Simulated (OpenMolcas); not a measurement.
Au4+ (d7) among equal point charges was computed by CASSCF with the d shell active (OpenMolcas, ANO-RCC-VDZP on the metal). Its lowest spin-free states, and all those of the highest spin:

```json
{"2S+1": "4", "Degeneracy": "2", "E (cm-1)": "0.0"}
{"2S+1": "4", "Degeneracy": "1", "E (cm-1)": "1353"}
{"2S+1": "4", "Degeneracy": "2", "E (cm-1)": "4632"}
{"2S+1": "4", "Degeneracy": "1", "E (cm-1)": "6332"}
{"2S+1": "4", "Degeneracy": "1", "E (cm-1)": "10892"}
{"2S+1": "2", "Degeneracy": "1", "E (cm-1)": "11823"}
{"2S+1": "4", "Degeneracy": "1", "E (cm-1)": "15584"}
{"2S+1": "2", "Degeneracy": "1", "E (cm-1)": "15665"}
{"2S+1": "2", "Degeneracy": "1", "E (cm-1)": "16115"}
{"2S+1": "2", "Degeneracy": "2", "E (cm-1)": "16535"}
{"2S+1": "2", "Degeneracy": "2", "E (cm-1)": "18405"}
{"2S+1": "2", "Degeneracy": "1", "E (cm-1)": "19558"}
{"2S+1": "4", "Degeneracy": "2", "E (cm-1)": "21138"}
```

Task: Is the site octahedral, tetrahedral or cube-like, axial, or of lower symmetry?

Result: The states with 2S+1 = 4 have orbital degeneracies 2, 1, 2, 1, 1, 1, 2. There are pairs but no triples, so the site is axial: not cubic, but with a proper or improper axis of order three or more. The run had Au4+ among 6 point charges of -1.1 e arranged as a tetragonal octahedron (D4h), 2.01 Å from the ion, with the axial distance 1.769 Å.

An orbital doublet at a regular site is open to a Jahn-Teller distortion, which this geometry leaves out. Without dynamic correlation the repulsion within the d shell is too large (B by tens of per cent), so at a given field states of lower spin stand too high. This shell can be high or low spin here, a state of another spin lies low, and with metal d orbitals alone active their balance is uncertain, so the ground spin may be wrong. Point charges give a weaker field than real ligands, and real ions of this kind are as a rule low spin; the high spin found here belongs to the model. This is an electrostatic model: the charges have no orbitals. No measured value stands beside these numbers.
